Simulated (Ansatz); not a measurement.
H₆Cl₂GeSi₂, singlet, at a GFN2-xTB geometry, atoms displaced at random by about 0.03 Å a coordinate; Ansatz (a first-principles code) with R2SCAN/STO-3G, gradient.

Here is a job for Ansatz.
Ansatz 0.2 input:
```yaml
crystal:
  periodic: [false, false, false]
  atoms:
    - {symbol: Si, position_ang: [1.95283126, 1.50742783, 0.02379250]}
    - {symbol: Ge, position_ang: [-0.01001418, 0.09453779, 0.09658851]}
    - {symbol: Si, position_ang: [-2.24958664, 0.58202801, 0.82913219]}
    - {symbol: Cl, position_ang: [0.60283755, -1.74419038, 1.10412255]}
    - {symbol: Cl, position_ang: [-0.32007822, -0.64063008, -1.97145389]}
    - {symbol: H, position_ang: [1.71535749, 2.64557105, -0.84920279]}
    - {symbol: H, position_ang: [3.08394209, 0.75842232, -0.61078840]}
    - {symbol: H, position_ang: [2.27296605, 1.84507011, 1.31649965]}
    - {symbol: H, position_ang: [-3.09042468, -0.56955681, 0.76587023]}
    - {symbol: H, position_ang: [-2.76561036, 1.68838886, 0.01056994]}
    - {symbol: H, position_ang: [-2.22922213, 1.04832467, 2.27860984]}
basis:
  gaussian:
    orbitals: STO-3G
hamiltonian:
  xc: r2scan
output: {forces: true}
```

What the program printed (banner, timings and long lists left out):

```
Functional definition: r2SCAN
647 factors; integrals over basis functions are off by at most 3.6e-5 eV
mean field evaluation 1: about -96275.0525 eV, gradient 1.3e2 eV
mean field evaluation 2: about -96277.2537 eV, gradient 8.3e1 eV
mean field evaluation 4: about -96313.2385 eV, gradient 3.3e0 eV
mean field evaluation 8: about -96313.2519 eV, gradient 3.4e-2 eV
mean field -96313.25186025 eV, -3539.4467223972 hartree, gradient 3.6e-5 eV, S^2 0.000000; 0 other end points of the search recorded, 0 dependent functions left out
the calculation of the forces begins
reference -96313.25186781 eV, -3539.4467226753 hartree; 50, 50 occupied and 10, 10 virtual orbitals, 647 factors
Total energy: -96313.25186781 eV, -3539.4467226753 hartree
Atom 0 at     1.952831     1.507428     0.023793 Å, force    -0.677321    -1.987074    -2.877145 eV/Å
Atom 1 at    -0.010014     0.094538     0.096589 Å, force    -0.105525     0.090985    -0.365175 eV/Å
Atom 2 at    -2.249587     0.582028     0.829132 Å, force     1.343765     1.341378     1.243126 eV/Å
Atom 3 at     0.602838    -1.744190     1.104123 Å, force    -0.113707     0.462915    -0.102748 eV/Å
Atom 4 at    -0.320078    -0.640630    -1.971454 Å, force     0.139457     0.365345     0.680133 eV/Å
Atom 5 at     1.715357     2.645571    -0.849203 Å, force    -0.133605     0.004303     0.383586 eV/Å
Atom 6 at     3.083942     0.758422    -0.610788 Å, force    -0.953777     0.433420     0.657705 eV/Å
Atom 7 at     2.272966     1.845070     1.316500 Å, force     0.512394     0.738239     1.966764 eV/Å
Atom 8 at    -3.090425    -0.569557     0.765870 Å, force    -0.225819    -0.433598    -0.226888 eV/Å
Atom 9 at    -2.765610     1.688389     0.010570 Å, force     0.137646    -0.521881     0.254217 eV/Å
Atom 10 at    -2.229222     1.048325     2.278610 Å, force     0.076492    -0.494032    -1.613575 eV/Å
Dipole moment:    -0.080604     0.824853     0.346607 e Å
```
